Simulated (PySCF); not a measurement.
C6H9BF2.
Atom-mapped SMILES: `[CH2:1]=[C:2]([F:3])/[C:4]([F:5])=[CH:6]\[B:7]([CH3:8])[CH3:9]` (hydrogens: H10, H11 on C1; H12 on C6; H13, H14, H15 on C8; H16, H17, H18 on C9)

Computed by this run: PySCF, PBE0-D3(BJ)/def2-SVP geometry optimisation, gas phase; density fitting, grid level 2; the optimiser is geomeTRIC in internal coordinates, started from a GFN2-xTB structure.

Geometry at step 0:
```
atom  x, y, z in Å
C1      3.1993   -0.5041   -0.0513
C2      1.8938   -0.2695   -0.0354
F3      1.0879   -0.8690   -0.9453
C4      1.1721    0.5975    0.8820
F5      1.9895    1.2238    1.7738
C6     -0.1416    0.8074    0.9005
B7     -1.2038    0.1723   -0.0450
C8     -1.8767   -1.1963    0.3507
C9     -1.6559    0.9507   -1.3370
H10     3.6374   -1.1651   -0.7763
H11     3.8436   -0.0337    0.6669
H12    -0.5011    1.4984    1.6544
H13    -1.2150   -1.8604    0.9013
H14    -2.7234   -0.9879    1.0061
H15    -2.2706   -1.7375   -0.5055
H16    -2.6917    0.7612   -1.6076
H17    -1.0496    0.5930   -2.1694
H18    -1.5030    2.0255   -1.2810
```

Problem. Give the atomic forces at this geometry.

Solution. 
```json
{"atom": "C1", "Fx (eV/Å)": "-0.103", "Fy (eV/Å)": "0.035", "Fz (eV/Å)": "0.023"}
{"atom": "C2", "Fx (eV/Å)": "-0.296", "Fy (eV/Å)": "-0.243", "Fz (eV/Å)": "-0.388"}
{"atom": "F3", "Fx (eV/Å)": "0.101", "Fy (eV/Å)": "0.312", "Fz (eV/Å)": "0.432"}
{"atom": "C4", "Fx (eV/Å)": "0.439", "Fy (eV/Å)": "0.493", "Fz (eV/Å)": "0.686"}
{"atom": "F5", "Fx (eV/Å)": "-0.343", "Fy (eV/Å)": "-0.443", "Fz (eV/Å)": "-0.585"}
{"atom": "C6", "Fx (eV/Å)": "0.029", "Fy (eV/Å)": "-0.245", "Fz (eV/Å)": "-0.258"}
{"atom": "B7", "Fx (eV/Å)": "-0.141", "Fy (eV/Å)": "-0.291", "Fz (eV/Å)": "-0.337"}
{"atom": "C8", "Fx (eV/Å)": "0.412", "Fy (eV/Å)": "0.293", "Fz (eV/Å)": "-0.239"}
{"atom": "C9", "Fx (eV/Å)": "-0.092", "Fy (eV/Å)": "-0.017", "Fz (eV/Å)": "0.573"}
{"atom": "H10", "Fx (eV/Å)": "0.155", "Fy (eV/Å)": "-0.391", "Fz (eV/Å)": "-0.454"}
{"atom": "H11", "Fx (eV/Å)": "0.260", "Fy (eV/Å)": "0.316", "Fz (eV/Å)": "0.445"}
{"atom": "H12", "Fx (eV/Å)": "-0.096", "Fy (eV/Å)": "0.347", "Fz (eV/Å)": "0.353"}
{"atom": "H13", "Fx (eV/Å)": "0.298", "Fy (eV/Å)": "-0.217", "Fz (eV/Å)": "0.294"}
{"atom": "H14", "Fx (eV/Å)": "-0.405", "Fy (eV/Å)": "0.173", "Fz (eV/Å)": "0.317"}
{"atom": "H15", "Fx (eV/Å)": "-0.243", "Fy (eV/Å)": "-0.176", "Fz (eV/Å)": "-0.421"}
{"atom": "H16", "Fx (eV/Å)": "-0.468", "Fy (eV/Å)": "-0.165", "Fz (eV/Å)": "-0.132"}
{"atom": "H17", "Fx (eV/Å)": "0.358", "Fy (eV/Å)": "-0.238", "Fz (eV/Å)": "-0.332"}
{"atom": "H18", "Fx (eV/Å)": "0.135", "Fy (eV/Å)": "0.457", "Fz (eV/Å)": "0.025"}
```

The largest, 0.95 eV/Å, acts on C4; the rms over all components is 0.326 eV/Å. The forces sum to zero within rounding, as they must for an isolated molecule in no field.

Problem. Give the force on C4 in Eh/bohr and in nN.

Solution. 0.952 eV/Å ÷ 51.422 = 0.01852 Eh/bohr, and 0.952 eV/Å × 1.602 = 1.53 nN.

Problem. How far is this geometry from the end of the optimisation?

Solution. 0.075 eV above it, and 0.083 Å rms away after alignment. The bonds farthest from their final lengths, with half the difference of the two atoms' forces along the bond (positive lengthens):

```
  bond  now (Å)  final (Å)  force along bond (eV/Å)
 C4–F5    1.362      1.339                    -0.87
C8–H14    1.091      1.108                    +0.47
C9–H17    1.090      1.108                    +0.51
C1–H10    1.074      1.090                    +0.34
C1–H11    1.073      1.089                    +0.31
C8–H15    1.087      1.101                    +0.31
```

The angle farthest from its final value is B7–C9–H17, 107.7° against 104.7°.

Of the 6 listed bonds off by 0.010 Å or more, this force points towards the final length in 6.

The cost below is that of the whole optimisation. The run took 2.1 min wall on one thread of an Intel Xeon Platinum 8375C at 2.90 GHz, no GPU, shared host with 128 logical CPUs at a one-minute load of 32, and the process peaked at 0.86 GiB of memory.
